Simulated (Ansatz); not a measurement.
`CC(C)(C)S(C)(=O)=O` → `CC(C)S(C)(=O)=O` + `[CH2]` (triplet)  (formal loss of a carbene)

Isolated molecules relaxed with PBE0-D4/def2-TZVP in Ansatz; ΔE leaves out vibrations. CCSD(T)/CBS adds triple-zeta CCSD(T) − MP2 to the extrapolated MP2 energy (def2 sets, frozen cores). This one scheme is used for every species. Functionals use def2-TZVPP. B3LYP here is the variant with VWN-RPA as its local correlation; programs differ in this. HSE06 is defined as in plane-wave codes. Triplets are unrestricted, without spin–orbit coupling. Each species was taken in one conformer, which may not be the lowest.

| level | ΔE (eV) | difference from CCSD(T)/CBS |
| --- | --- | --- |
| LDA (SPW92) | 5.39 | 0.77 |
| B97M-V | 4.61 | -0.01 |
| BHLYP-D4 | 4.38 | -0.24 |
| ωB97X-V | 4.71 | 0.09 |
| B2PLYP | 4.45 | -0.17 |
| PBE | 4.51 | -0.11 |
| revPBE | 4.19 | -0.43 |
| B3LYP | 4.30 | -0.32 |
| r2SCANh | 4.30 | -0.32 |
| HSE06 | 4.45 | -0.17 |
| HF/def2-SVP | 3.07 | -1.55 |
| MP2/def2-SVP | 4.64 | 0.02 |
| CCSD/def2-TZVPP | 4.37 | -0.25 |
| HF/def2-QZVPP | 2.93 | -1.69 |
| MP2/def2-QZVPP | 4.74 | 0.12 |
| HF/CBS(def2) | 2.93 | -1.69 |
| CCSD(T)/CBS | 4.62 | 0 |

Largest T1 diagnostic among the species: 0.014.

From PBE to PBE0 (25 % exact exchange), in def2-TZVPP and without D4, ΔE moves by −0.07 eV. The D4 term adds +0.20 eV with B3LYP and +0.11 eV with PBE0; it sums over pairs of atoms, weighted by their polarisabilities, and B3LYP, whose exchange is more repulsive, gets the larger term. In def2-TZVPP, CCSD(T) changes the Hartree–Fock value by +1.59 eV (the triples alone add +0.15 eV) and MP2 by +1.75 eV.

CCSD(T)/CBS has its own doubt, a few kJ/mol and more with outer-core shells, so smaller differences from it don't rank the levels.
